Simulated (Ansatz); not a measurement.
Two structures, one formula

The two ends of one reaction step of GeAsNH₈, closed shell (PBE0-D4/def2-TZVP).

A:

Ge1  (-1.132, -0.491, 1.226)
N2  (0.683, -0.215, 1.416)
H3  (-1.882, -0.709, 2.561)
H4  (-1.300, -1.736, 0.344)
H5  (-1.698, 0.757, 0.533)
H6  (0.962, 0.287, -1.254)
As7  (0.254, 0.431, -2.592)
H8  (0.914, 0.602, 1.964)
H9  (1.174, -1.006, 1.811)
H10  (0.498, 1.933, -2.633)
H11  (1.527, 0.146, -3.376)
(Å)

B:

Ge1  (-1.483, -0.055, 0.084)
N2  (1.652, -0.476, 0.900)
H3  (-1.237, 1.007, 1.166)
H4  (-1.271, -1.452, 0.691)
H5  (-2.958, 0.038, -0.361)
H6  (2.512, -0.054, 0.571)
As7  (-0.023, 0.223, -1.829)
H8  (1.558, -0.240, 1.881)
H9  (1.770, -1.480, 0.843)
H10  (-1.075, 0.966, -2.649)
H11  (0.556, 1.522, -1.297)
(Å)

Program: Ansatz 0.2.0. Basis: def2-TZVPP. Cores are frozen in the correlated methods. Filled d shells of the heavier atoms are correlated. The def2 sets are not built for correlating such inner shells, so the correlated values are less sure here. B3LYP uses VWN-RPA correlation.

Which structure is lower at CCSD(T), and by how much? (An estimate is asked for; the value comes from the calculation.)

By the calculation: B, by 46.4 kJ/mol (electronic energy, against the other). By their contacts, A is a complex of GeNH₅ ([NH2][GeH3]) + AsH₃ and B is a complex of GeAsH₅ ([GeH3][AsH2]) + NH₃.

All methods give the same order:

```json
{"method": "SPW92", "E(B) − E(A) (kJ/mol)": "-56.1"}
{"method": "PBE-D4", "E(B) − E(A) (kJ/mol)": "-57.2"}
{"method": "BLYP-D4", "E(B) − E(A) (kJ/mol)": "-52.3"}
{"method": "r2SCAN-D4", "E(B) − E(A) (kJ/mol)": "-53.2"}
{"method": "B97M-V", "E(B) − E(A) (kJ/mol)": "-47.2"}
{"method": "PBE0-D4", "E(B) − E(A) (kJ/mol)": "-56.4"}
{"method": "B3LYP-D4", "E(B) − E(A) (kJ/mol)": "-51.8"}
{"method": "r2SCAN0-D4", "E(B) − E(A) (kJ/mol)": "-54.1"}
{"method": "BHLYP-D4", "E(B) − E(A) (kJ/mol)": "-50.9"}
{"method": "CAM-B3LYP-D4", "E(B) − E(A) (kJ/mol)": "-45.3"}
{"method": "wB97X-V", "E(B) − E(A) (kJ/mol)": "-46.8"}
{"method": "wB97M-V", "E(B) − E(A) (kJ/mol)": "-51.2"}
{"method": "B2PLYP", "E(B) − E(A) (kJ/mol)": "-46.7"}
{"method": "PBE-QIDH", "E(B) − E(A) (kJ/mol)": "-51.4"}
{"method": "RPA on PBE", "E(B) − E(A) (kJ/mol)": "-41.9"}
{"method": "HF", "E(B) − E(A) (kJ/mol)": "-37.0"}
{"method": "MP2", "E(B) − E(A) (kJ/mol)": "-48.6"}
{"method": "CCSD", "E(B) − E(A) (kJ/mol)": "-45.1"}
{"method": "CCSD(T)", "E(B) − E(A) (kJ/mol)": "-46.4"}
```

T1 diagnostic: at most 0.011.

Labels in which every atom is bracketed show which atoms are joined, not bond orders.

For scale, one of the runs: CCSD(T)/def2-TZVPP, 239 basis functions, launched by `ansatz run in.yaml --threads 8 --pin off --events-out ev --progress --plain --max-ram 19148MiB`. Time: 2.2 min of wall clock on 8 CPU threads of an Arm Neoverse V1; the host was shared. Peak host memory: 4.6 GiB.
